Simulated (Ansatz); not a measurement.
Program: Ansatz. Geometries: PBE0-D4/def2-TZVP. ΔE: electronic, gas phase. CBS: MP2 limit from def2 TZ/QZ plus the TZ coupled-cluster correction, frozen cores. Each species was taken in one conformer, which may not be the lowest.

`[SiH3]C1=CS1` → `SC1=C[SiH2]1`  (isomerisation)

`[SiH3]C1=CS1`:

```xyz
8

Si    0.102   -1.268   -0.221
C     0.029    0.535    0.098
C    -0.466    1.703    0.277
S     1.303    1.908    0.422
H    -1.281   -1.777   -0.397
H     0.903   -1.498   -1.448
H     0.757   -1.926    0.935
H    -1.346    2.322    0.334
```

`SC1=C[SiH2]1`:

Z-matrix (Å, degrees):
```
Si
C 1 1.814
C 1 1.798 2 43.5
H 1 1.483 2 120.9 3 106.0
H 1 1.483 2 120.9 3 -106.0
S 2 1.718 1 156.7 3 -180.0
H 3 1.081 1 154.9 2 180.0
H 6 1.342 2 97.3 1 -0.0
```

| species | CCSD(T)/def2-SVP energy (Eh) |
| --- | --- |
| `[SiH3]C1=CS1` | -764.69942 |
| `SC1=C[SiH2]1` | -764.72501 |

Question: Work out ΔE.

Answer: ΔE = (-764.72501) − (-764.69942) = -0.02559 Eh = -67.2 kJ/mol. CCSD(T)/CBS gives -58.9 kJ/mol.

Largest T1 diagnostic among the species: 0.014.

From BLYP to BHLYP (50 % exact exchange), in def2-TZVPP and without D4, ΔE moves by −9.6 kJ/mol. At CCSD(T), def2-SVP lies −8.3 kJ/mol from the extrapolated value and def2-TZVPP −1.8 kJ/mol.
